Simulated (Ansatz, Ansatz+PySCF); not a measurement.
```xyz
5

C    -0.0191   -0.0155   -0.6165
C     0.0037    0.0045    0.7217
H     0.0193    0.7334    1.5278
H    -0.0184   -1.0166   -1.2001
H    -0.0338    0.8589   -1.2028
```

Basis set: def2-SVP (spherical functions). Correlated methods keep 2 orbitals frozen. Correlation on ROHF uses semicanonical orbitals with singles. Charge 0, multiplicity 2.

Computed with Ansatz (development build ahead of 0.2.0); each method stands on the lowest determinant of its kind that the runs found. Restricted functionals stand beside restricted open-shell atoms, which can lie above the unrestricted atoms usual in DFT and then raise those values.

**Question.** Give the atomization energy at this shape (free ground-state atoms in the same class of orbitals less the molecule, no zero-point energy) of doublet C2H3 by ωB97X (unrestricted), ωB97X (restricted open-shell), r²SCAN (unrestricted), r²SCAN (restricted open-shell), PBE0 (unrestricted), PBE0 (restricted open-shell), PBE (unrestricted), PBE (restricted open-shell), ROHF-CCSD(T), ROHF-MP2, UHF-MP2, UHF, ROHF.

**Answer.**

| method | atomization energy |
| --- | --- |
| ωB97X (unrestricted) | 443.39 kcal/mol |
| ωB97X (restricted open-shell) | 445.40 kcal/mol |
| r²SCAN (unrestricted) | 449.30 kcal/mol |
| r²SCAN (restricted open-shell) | 451.24 kcal/mol |
| PBE0 (unrestricted) | 449.66 kcal/mol |
| PBE0 (restricted open-shell) | 450.46 kcal/mol |
| PBE (unrestricted) | 457.61 kcal/mol |
| PBE (restricted open-shell) | 458.29 kcal/mol |
| ROHF-CCSD(T) | 425.86 kcal/mol |
| ROHF-MP2 | 426.31 kcal/mol |
| UHF-MP2 | 419.57 kcal/mol |
| UHF | 340.38 kcal/mol |
| ROHF | 339.05 kcal/mol |

Caution for UHF-MP2, UHF: the unrestricted determinant is spin contaminated.
